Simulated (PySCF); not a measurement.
# What a mistake does to a calculation on BGeH2O2 anion

These are calculations, not measurements. The program is PySCF 2.14.0, an open-source quantum chemistry code, run on an isolated molecule that a program drew, which may never have been made. The molecule is BGeH2O2 anion (charge -1, singlet), drawn as the SMILES string `O=[B][GeH-][OH]`.

Each row is a Hartree-Fock (HF) and frozen-core CCSD(T) single point in the aug-cc-pVDZ basis, meant for a local HF minimum. Run 1 is clean. Each other run has one planted mistake out of seven kinds, and not every kind appears here: one electron removed, one electron added, multiplicity raised by two, geometry at a saddle point, minimal basis STO-3G, one bond length entered in bohr, all coordinates scaled. The reference is restricted for singlets and unrestricted otherwise, and also for a bond in bohr. Adding or removing an electron swaps singlet and doublet. Electrons count all cores. HOMO and LUMO are orbital energies over both spins, the gradient is its largest component, and the lowest frequency (negative if imaginary) is given only where the gradient is small. Bond lengths are over the 5 bonds as drawn. T1 is the CCSD diagnostic: over 0.02 (restricted) or 0.045 (unrestricted) a single reference is doubtful. Germanium has the aug-cc-pVDZ-PP basis, with a core potential (ECP10MDF) in place of its 10 inner electrons, and its 3s, 3p and 3d shells are frozen in CCSD(T).

Geometry of the clean run:
```xyz
6
BGeH2O2 anion, angstrom
O    -2.0422    2.3409   -1.4050
B    -1.8639    1.9518   -0.2757
Ge   -1.5105    1.4232    1.8152
O    -0.1043    0.2048    1.5351
H    -2.7306    0.3705    1.7912
H    -0.3243   -0.4743    0.9216
```

```
run,electrons,basis functions,<S^2>,HOMO (eV),LUMO (eV),gradient (hartree/bohr),lowest frequency (cm^-1),mean bond (Å),longest bond (Å),T1,HF (hartree),CCSD(T) (hartree),mistake
1,56,119,0.000,-3.37,3.92,3.6e-05,127,1.5655,2.186,0.0191,-469.07314,-469.69949,no fault
2,56,119,0.000,-1.08,3.68,4.3e-05,-729,1.4882,1.942,0.0183,-469.00335,-469.63253,geometry at a saddle point
3,56,119,2.011,0.29,3.29,4.9e-02,-,1.5655,2.186,0.0343,-468.96722,-469.58574,multiplicity raised by two
4,56,119,0.000,-3.58,3.89,4.3e-02,-,1.6031,2.238,0.0200,-469.06993,-469.70205,all coordinates scaled
5,56,119,0.000,-3.60,3.17,2.5e-02,-,1.9544,4.130,0.0211,-469.01142,-469.63529,?
6,55,119,0.760,-11.78,-1.50,6.2e-02,-,1.5655,2.186,0.0213,-468.98688,-469.58674,?
```

**Which mistake was planted in run 5, and what did it cost?**

The mean bond changes by a factor of 1.248 and the longest by 1.889, so the molecule wasn't scaled as a whole. A length L in bohr read as angstrom grows by (1/0.5292 - 1) L = 0.890 L. The 5 bonds together grew by 5 x 0.3889 = 1.945 Å, which gives L = 2.186 Å. That is bond B2-Ge3, 2.186 Å in the clean geometry. So the mistake is: one bond length entered in bohr. Subtracting run 1 and multiplying by 627.51 kcal/mol a hartree, the energy moved by 38.7 kcal/mol in HF and 40.3 kcal/mol in CCSD(T).

**Which mistake was planted in run 6, and what did it cost?**

It counts 55 electrons, one fewer than the clean run, at the same geometry and basis. So the mistake is: one electron removed. Subtracting run 1 and multiplying by 627.51 kcal/mol a hartree, the energy moved by 54.1 kcal/mol in HF and 70.8 kcal/mol in CCSD(T).

Cautions from the logs. Run 3: the HOMO is above zero, so the electron isn't bound and the energy depends on the basis.
